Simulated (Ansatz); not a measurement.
# Worked example: C4H4ClN + GeH3F → C4H4FN + GeH3Cl

Gas-phase species: C4H4ClN `Clc1ccc[nH]1`, singlet; GeH3F (fluorogermane) `[F][GeH3]`, singlet; C4H4FN `Fc1ccc[nH]1`, singlet; GeH3Cl (chlorogermane) `[Cl][GeH3]`, singlet. The partners trade Cl for F: C–Cl and Ge–F bonds give way to C–F and Ge–Cl.

Shapes, held fixed at every level: PBE0-D4/def2-TZVP. Programs: Ansatz 0.2.0. The zero-point and thermal change to 298 K, harmonic and unscaled (PBE0-D4/def2-TZVP), is +0.7 kJ/mol.

At CCSD(T)/def2-TZVPP; 1 Eh = 2625.50 kJ/mol:

```
species   energy (Eh)
C4H4ClN   -668.923277
  GeH3F  -2177.169981
 C4H4FN   -308.927296
 GeH3Cl  -2537.162724
```

Question: Work out ΔH(298 K) of the reaction at this level.

Answer: 
1. Products less reactants: (-308.927296) + (-2537.162724) − [(-668.923277) + (-2177.169981)] = 0.003238 Eh = +8.5 kJ/mol.
2. With the thermal change: +8.5 + (+0.7) = +9.2 kJ/mol.

Other levels give -22.3 (HF/def2-SVP) to +21.0 kJ/mol (MP2/def2-TZVPP). No measured value is set beside it here. Relativity is left out for Ge. Outer-core shells of Ge are correlated, in sets that cover them unevenly. The levels disagree on the sign, so it isn't settled.
